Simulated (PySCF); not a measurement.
## Electron correlation in Ne²⁺ (neon, charge +2)

[He] 2s2 2p3 3d1, high-spin 5D determinant (an excited configuration). All numbers are calculated (PySCF 2.14, the non-relativistic Hamiltonian (point nucleus), in aug-cc-pwCVDZ (5s4p2d, 27 functions)). Frozen: nothing; 8 electrons correlated.

```tsv
level	correlation energy (mhartree)
CCSD	-129.18
(T)	-1.24
CCSD(T)	-130.42
```

Diagnostics: T1 = 0.0016, D1 = 0.0033, largest double amplitude 0.083.

The outer electron is Rydberg-like, and this basis confines it to a smaller radius and binds it less than a complete one would.

Cost of the coupled-cluster step: roughly 0.8 core-seconds, for 8 correlated electrons.

Iterations:

```
CC2 = 0
CCSD nocc = (np.int64(6), np.int64(2)), nmo = (27, 27)
frozen orbitals [[], []]
max_cycle = 100
direct = 0
conv_tol = 1e-08
conv_tol_normt = 1e-06
diis_space = 8
diis_start_cycle = 0
Init t2, MP2 energy = -0.112142531396843
Init E_corr(UCCSD) = -0.112142531397199
cycle = 1  E_corr(UCCSD) = -0.124179241541843  dE = -0.0120367101  norm(t1,t2) = 0.0250639
cycle = 2  E_corr(UCCSD) = -0.126586020247477  dE = -0.00240677871  norm(t1,t2) = 0.0141134
cycle = 3  E_corr(UCCSD) = -0.128630330744528  dE = -0.0020443105  norm(t1,t2) = 0.0109176
cycle = 4  E_corr(UCCSD) = -0.128937637243651  dE = -0.000307306499  norm(t1,t2) = 0.0066614
cycle = 5  E_corr(UCCSD) = -0.12920073295231  dE = -0.000263095709  norm(t1,t2) = 0.00186534
cycle = 6  E_corr(UCCSD) = -0.129168767581206  dE = 3.19653711e-05  norm(t1,t2) = 0.000363058
cycle = 7  E_corr(UCCSD) = -0.129182253005681  dE = -1.34854245e-05  norm(t1,t2) = 6.55245e-05
cycle = 8  E_corr(UCCSD) = -0.129179061038247  dE = 3.19196743e-06  norm(t1,t2) = 1.49378e-05
cycle = 9  E_corr(UCCSD) = -0.129179615724472  dE = -5.54686225e-07  norm(t1,t2) = 2.70477e-06
cycle = 10  E_corr(UCCSD) = -0.129179629810875  dE = -1.40864038e-08  norm(t1,t2) = 1.53669e-07
cycle = 11  E_corr(UCCSD) = -0.12917963250449  dE = -2.69361439e-09  norm(t1,t2) = 2.31721e-08
UCCSD converged
E(UCCSD) = -124.2154942550972  E_corr = -0.1291796325044898
UCCSD(T) correction = -0.00124147679457158
```
